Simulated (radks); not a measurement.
These are the eigenvalues of the occupied orbitals of an atom or ion with whole-number occupations (eV). Calculated with a radial shooting solver on a logarithmic mesh with Libxc functionals: scalar-relativistic Kohn-Sham, PBE, spin-polarised, spherical densities, finite nucleus; Fermi nuclear charge, rms radius of each element as measured or else 0.836 A^(1/3) + 0.57 fm.

1s up: -71643.70
1s down: -71643.69
2s up: -12428.49
2s down: -12428.24
2p up: -10849.80
2p down: -10849.60
3s up: -2882.999
3s down: -2882.921
3p up: -2417.270
3p down: -2417.181
3d up: -1888.580
3d down: -1888.411
4s up: -607.4232
4s down: -607.1928
4p up: -454.6025
4p down: -454.3871
4d up: -262.6709
4d down: -262.4147
5s up: -93.4719
5s down: -91.2835
5p up: -55.6274
5p down: -52.7190
4f up: -49.7618
4f down: -49.2616
5d up: -14.1254
6s up: -13.5714

Which element is it, and in what charge state? The configuration may be excited. Open shells, if any, are filled with parallel spins first.

Answer. Z = 75, rhenium, charge +1: Re+ in [Xe] 4f14 5d5 6s1. The list shows which subshells hold electrons but not how many an open one holds; the 1s level, -2632.9 hartree, gives Z - s = 72.6 by -(Z - s)^2/2, which with screening and relativity narrows Z to a few neighbours, and the depths of the outer levels then fix element, charge and occupations together.
